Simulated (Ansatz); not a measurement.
Reaction (ligand exchange at a Ge–N bond): `[GeH3]/[N]=C1\O[SiH2]1` + `BN` → `B[NH][GeH3]` + `N=C1O[SiH2]1`

Calculated with Ansatz (gas phase, PBE0-D4/def2-TZVP geometries, no zero-point term in ΔE). CCSD(T)/CBS adds triple-zeta CCSD(T) − MP2 to the extrapolated MP2 energy (def2 sets, frozen cores). This one scheme is used for every species. For Ge outer-core shells are correlated without core-valence functions, which leaves a few kJ/mol of doubt a bond. Scalar relativity is left out up to krypton. Each species was taken in one conformer, which may not be the lowest.

`[GeH3]/[N]=C1\O[SiH2]1`:

```xyz
10

Ge    0.017    0.203    2.086
N    -0.935   -0.319    0.567
C    -0.418   -0.218   -0.552
O     0.835    0.240   -0.986
Si   -0.097   -0.257   -2.323
H     1.305   -0.628    2.214
H    -0.916   -0.074    3.270
H     0.353    1.701    2.008
H    -0.527    0.813   -3.249
H     0.381   -1.462   -3.035
```

`BN`:

```xyz
6

B     0.557    0.394    0.011
N    -0.573   -0.405   -0.011
H     1.336    0.274    0.912
H     0.726    1.185   -0.872
H    -1.268   -0.358   -0.737
H    -0.778   -1.090    0.697
```

`B[NH][GeH3]`:

Z-matrix (Å, degrees):
```
Ge
N 1 1.854
H 1 1.538 2 109.1
H 1 1.530 2 106.5 3 -120.4
H 1 1.538 2 109.1 3 119.1
B 2 1.392 1 126.2 3 120.5
H 2 1.010 1 115.9 3 -59.5
H 6 1.199 2 119.6 1 180.0
H 6 1.199 2 119.2 1 -0.0
```

`N=C1O[SiH2]1`:

```xyz
7

N    -1.282    0.983    1.090
C    -0.546    0.260    0.391
O    -0.809   -1.012   -0.066
Si    0.731   -0.533   -0.609
H    -0.837    1.875    1.282
H     1.878   -1.258   -0.024
H     0.865   -0.316   -2.065
```

```tsv
species	CCSD(T)/CBS(def2) energy (Eh)
`[GeH3]/[N]=C1\O[SiH2]1`	-2536.08022
`BN`	-81.93499
`B[NH][GeH3]`	-2159.24687
`N=C1O[SiH2]1`	-458.76323
```

Task: Work out ΔE.

Result: ΔE = (-2159.24687) + (-458.76323) − (-2536.08022) − (-81.93499) = 0.00511 Eh = +3.2 kcal/mol.

Largest T1 diagnostic among the species: 0.017.

Leaving LDA and LC-ωPBE aside and taking each functional with its dispersion term where it has one, the values, not all of them listed here, spread over 1.4 kcal/mol, from ωB97X-V to BLYP-D4.
